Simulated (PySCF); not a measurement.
How methods differ on the excitation energy of Mo

Mo [Kr] 4d5 5s1 (7S) → Mo [Kr] 4d4 5s1 5p1 (high-spin determinant), as a difference of total energies. Computed with PySCF 2.14 in aug-cc-pVDZ-PP with ECP28MDF (5s5p4d2f, 54 functions), with a scalar-relativistic core potential. Correlated levels: valence: 4s2 4p6 frozen. The calculations carry no spin-orbit coupling.

```tsv
method	excitation energy (cm⁻¹)
UHF	23110
MP2 (valence)	26953
SCS-MP2 (valence)	24391
CCSD (valence)	25587
CCSD(T) (valence)	25687
```

The coupled-cluster amplitudes are large for the upper state (T1 above 0.03 or a double amplitude above 0.15), so a single reference is strained.

The determinant of the upper state mixes LS terms, which raises its energy above the lowest term, most at the Hartree-Fock and MP2 levels.
